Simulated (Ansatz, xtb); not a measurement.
The molecule LuF, closed-shell singlet (lowest of 2S+1 = 1, 3 at CCSD(T)/def2-TZVPP on PBE0 minima; our sources give no spin for the ground state, which may be another). No spin–orbit coupling.

Seven points along R, fitted to fifth degree in 1/R; most abundant isotopes. In def2 and cc sets the state is the lowest found near the PBE0 minimum, followed along R. The singlet is held restricted. HF and MP2 rows in def2 and cc sets belong to the determinant that coupled cluster picked by its CCSD energy.

The values were computed with Ansatz (a quantum-chemistry and plane-wave program) with Gaussian orbitals; xtb for the GFN methods. Each number belongs to the level named beside it. In def2 rows elements past Kr take small-core potentials, without spin–orbit coupling.

```json
[
 {"level": "GFN1-xTB", "r_e (Å)": "1.891", "ω_e (cm⁻¹)": "353", "ω_e x_e (cm⁻¹)": "16", "B_e (cm⁻¹)": "0.275", "dipole (D)": "-"},
 {"level": "GFN2-xTB", "r_e (Å)": "2.007", "ω_e (cm⁻¹)": "287", "ω_e x_e (cm⁻¹)": "-1.5", "B_e (cm⁻¹)": "0.244", "dipole (D)": "-"},
 {"level": "HF/def2-TZVPP", "r_e (Å)": "1.935", "ω_e (cm⁻¹)": "604", "ω_e x_e (cm⁻¹)": "2.5", "B_e (cm⁻¹)": "0.263", "dipole (D)": "-"},
 {"level": "HF/def2-QZVPP", "r_e (Å)": "1.937", "ω_e (cm⁻¹)": "602", "ω_e x_e (cm⁻¹)": "2.5", "B_e (cm⁻¹)": "0.262", "dipole (D)": "-"},
 {"level": "SVWN5/def2-TZVPP", "r_e (Å)": "1.877", "ω_e (cm⁻¹)": "645", "ω_e x_e (cm⁻¹)": "2.7", "B_e (cm⁻¹)": "0.279", "dipole (D)": "2.04"},
 {"level": "PBE/def2-TZVPP", "r_e (Å)": "1.913", "ω_e (cm⁻¹)": "606", "ω_e x_e (cm⁻¹)": "2.6", "B_e (cm⁻¹)": "0.269", "dipole (D)": "2.06"},
 {"level": "r2SCAN/def2-TZVPP", "r_e (Å)": "1.898", "ω_e (cm⁻¹)": "628", "ω_e x_e (cm⁻¹)": "2.6", "B_e (cm⁻¹)": "0.273", "dipole (D)": "1.97"},
 {"level": "B97M-V/def2-TZVPP", "r_e (Å)": "1.892", "ω_e (cm⁻¹)": "631", "ω_e x_e (cm⁻¹)": "2.6", "B_e (cm⁻¹)": "0.275", "dipole (D)": "2.12"},
 {"level": "B3LYP/def2-TZVPP", "r_e (Å)": "1.919", "ω_e (cm⁻¹)": "607", "ω_e x_e (cm⁻¹)": "2.6", "B_e (cm⁻¹)": "0.267", "dipole (D)": "2.34"},
 {"level": "PBE0/def2-TZVPP", "r_e (Å)": "1.906", "ω_e (cm⁻¹)": "619", "ω_e x_e (cm⁻¹)": "2.6", "B_e (cm⁻¹)": "0.271", "dipole (D)": "2.11"},
 {"level": "BHLYP/def2-TZVPP", "r_e (Å)": "1.915", "ω_e (cm⁻¹)": "618", "ω_e x_e (cm⁻¹)": "2.5", "B_e (cm⁻¹)": "0.268", "dipole (D)": "2.39"},
 {"level": "CAM-B3LYP/def2-TZVPP", "r_e (Å)": "1.914", "ω_e (cm⁻¹)": "615", "ω_e x_e (cm⁻¹)": "2.6", "B_e (cm⁻¹)": "0.268", "dipole (D)": "2.34"},
 {"level": "wB97X-V/def2-TZVPP", "r_e (Å)": "1.918", "ω_e (cm⁻¹)": "610", "ω_e x_e (cm⁻¹)": "2.5", "B_e (cm⁻¹)": "0.267", "dipole (D)": "2.16"},
 {"level": "wB97M-V/def2-TZVPP", "r_e (Å)": "1.918", "ω_e (cm⁻¹)": "609", "ω_e x_e (cm⁻¹)": "2.5", "B_e (cm⁻¹)": "0.267", "dipole (D)": "2.27"},
 {"level": "B2PLYP/def2-TZVPP", "r_e (Å)": "1.910", "ω_e (cm⁻¹)": "616", "ω_e x_e (cm⁻¹)": "2.6", "B_e (cm⁻¹)": "0.270", "dipole (D)": "-"},
 {"level": "MP2/def2-TZVPP", "r_e (Å)": "1.892", "ω_e (cm⁻¹)": "630", "ω_e x_e (cm⁻¹)": "2.6", "B_e (cm⁻¹)": "0.275", "dipole (D)": "-"},
 {"level": "MP2/def2-QZVPP", "r_e (Å)": "1.896", "ω_e (cm⁻¹)": "622", "ω_e x_e (cm⁻¹)": "2.6", "B_e (cm⁻¹)": "0.274", "dipole (D)": "-"},
 {"level": "MP2/CBS(def2-TZVPP, def2-QZVPP)", "r_e (Å)": "1.898", "ω_e (cm⁻¹)": "618", "ω_e x_e (cm⁻¹)": "2.6", "B_e (cm⁻¹)": "0.273", "dipole (D)": "-"},
 {"level": "SCS-MP2/def2-TZVPP", "r_e (Å)": "1.905", "ω_e (cm⁻¹)": "619", "ω_e x_e (cm⁻¹)": "2.6", "B_e (cm⁻¹)": "0.271", "dipole (D)": "-"},
 {"level": "SCS-MP2/def2-QZVPP", "r_e (Å)": "1.910", "ω_e (cm⁻¹)": "612", "ω_e x_e (cm⁻¹)": "2.6", "B_e (cm⁻¹)": "0.270", "dipole (D)": "-"},
 {"level": "CCSD/def2-TZVPP", "r_e (Å)": "1.911", "ω_e (cm⁻¹)": "620", "ω_e x_e (cm⁻¹)": "2.5", "B_e (cm⁻¹)": "0.269", "dipole (D)": "-"},
 {"level": "CCSD/def2-QZVPP", "r_e (Å)": "1.915", "ω_e (cm⁻¹)": "614", "ω_e x_e (cm⁻¹)": "2.5", "B_e (cm⁻¹)": "0.268", "dipole (D)": "-"},
 {"level": "CCSD(T)/def2-TZVPP", "r_e (Å)": "1.909", "ω_e (cm⁻¹)": "621", "ω_e x_e (cm⁻¹)": "2.5", "B_e (cm⁻¹)": "0.270", "dipole (D)": "-"},
 {"level": "CCSD(T)/def2-QZVPP", "r_e (Å)": "1.913", "ω_e (cm⁻¹)": "615", "ω_e x_e (cm⁻¹)": "2.6", "B_e (cm⁻¹)": "0.269", "dipole (D)": "-"},
 {"level": "CCSD(T)/CBS(def2-TZVPP, def2-QZVPP)", "r_e (Å)": "1.915", "ω_e (cm⁻¹)": "611", "ω_e x_e (cm⁻¹)": "2.5", "B_e (cm⁻¹)": "0.268", "dipole (D)": "-"}
]
```

Correlated levels freeze the inner cores; with def2 sets outer-core shells near the valence are correlated too. CBS(a, b) extrapolates the correlation energy as X⁻³ and adds the Hartree–Fock energy of set b.

Doubts at one or more of the structures used: a restricted determinant that unrestricted orbitals would lower (HF/def2-TZVPP, HF/def2-QZVPP, MP2/def2-TZVPP, MP2/def2-QZVPP, MP2/CBS(def2-TZVPP, def2-QZVPP), SCS-MP2/def2-TZVPP, SCS-MP2/def2-QZVPP, CCSD/def2-TZVPP, CCSD/def2-QZVPP, CCSD(T)/def2-TZVPP, CCSD(T)/def2-QZVPP, CCSD(T)/CBS(def2-TZVPP, def2-QZVPP)).
